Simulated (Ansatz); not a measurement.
`[F][Al-]1([Cl])[O]C=CC=[O+]1`. Total charge 0; spin multiplicity 1. All single points use the PBE0-D4/def2-TZVP geometry.

```xyz
11

F     0.716    2.647    1.055
Al    1.084    1.323    0.150
Cl    2.929    1.269   -0.837
O    -0.264    0.997   -1.015
C    -1.009   -0.030   -1.005
C    -0.934   -1.075   -0.095
C    -0.002   -1.075    0.935
O     0.860   -0.170    1.151
H    -1.768   -0.068   -1.791
H    -1.622   -1.903   -0.184
H     0.011   -1.915    1.635
```

**Question.** What is the dipole moment at ωB97M-V/def2-TZVPP? (Estimate.)

**Answer.** Computed: 6.25 D, with components (-4.07, -4.72, -0.43) D in this frame, pointing from negative to positive charge.

**Question.** And with PBE, r2SCAN, B3LYP? (Estimate.)

**Answer.** The calculation gave: PBE 5.86 D, r2SCAN 6.08 D, B3LYP 6.23 D.

**Question.** Give the Mulliken charges with ωB97M-V, B3LYP, r2SCAN in def2-TZVPP. (Estimate.)

**Answer.** Computed: 
| atom | ωB97M-V | B3LYP | r2SCAN |
| --- | --- | --- | --- |
| F1 | -0.35 | -0.37 | -0.36 |
| Al2 | 0.58 | 0.63 | 0.62 |
| Cl3 | -0.26 | -0.29 | -0.29 |
| O4 | -0.26 | -0.25 | -0.27 |
| C5 | 0.19 | 0.16 | 0.24 |
| C6 | -0.19 | -0.17 | -0.19 |
| C7 | 0.19 | 0.16 | 0.24 |
| O8 | -0.26 | -0.25 | -0.27 |
| H9 | 0.12 | 0.12 | 0.09 |
| H10 | 0.12 | 0.13 | 0.10 |
| H11 | 0.12 | 0.12 | 0.09 |

B3LYP here is the variant with VWN-RPA as its local correlation; programs differ in this.
